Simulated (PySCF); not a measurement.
He⁺ (helium, charge +1) across methods

1s1, 2S determinant. Calculation: PySCF 2.14, in x2c-QZVPPall (4s3p2d1f, 30 functions); the spin-free X2C one-electron Hamiltonian (Gaussian nucleus).

```json
{"method": "PBE0", "E (hartree)": "-1.9967", "mean ε 1s α (eV)": "-45.177", "Σ⟨r²⟩ (bohr²)": "0.7710", "⟨S²⟩": "0.750"}
{"method": "M06", "E (hartree)": "-1.9997", "mean ε 1s α (eV)": "-44.909", "Σ⟨r²⟩ (bohr²)": "0.7682", "⟨S²⟩": "0.750"}
{"method": "LDA", "E (hartree)": "-1.9417", "mean ε 1s α (eV)": "-41.103", "Σ⟨r²⟩ (bohr²)": "0.7999", "⟨S²⟩": "0.750"}
{"method": "TPSS", "E (hartree)": "-2.0002", "mean ε 1s α (eV)": "-42.725", "Σ⟨r²⟩ (bohr²)": "0.7645", "⟨S²⟩": "0.750"}
{"method": "UHF", "E (hartree)": "-1.99995", "mean ε 1s α (eV)": "-54.421", "Σ⟨r²⟩ (bohr²)": "0.7502", "⟨S²⟩": "0.750"}
{"method": "r2SCAN", "E (hartree)": "-2.0001", "mean ε 1s α (eV)": "-43.217", "Σ⟨r²⟩ (bohr²)": "0.7622", "⟨S²⟩": "0.750"}
{"method": "PW91", "E (hartree)": "-1.9968", "mean ε 1s α (eV)": "-42.168", "Σ⟨r²⟩ (bohr²)": "0.7792", "⟨S²⟩": "0.750"}
{"method": "PBE", "E (hartree)": "-1.9938", "mean ε 1s α (eV)": "-42.043", "Σ⟨r²⟩ (bohr²)": "0.7796", "⟨S²⟩": "0.750"}
{"method": "TPSSh", "E (hartree)": "-2.0001", "mean ε 1s α (eV)": "-43.891", "Σ⟨r²⟩ (bohr²)": "0.7629", "⟨S²⟩": "0.750"}
```

For one electron the Hartree and exchange-correlation energies should cancel; what remains is the self-interaction error.
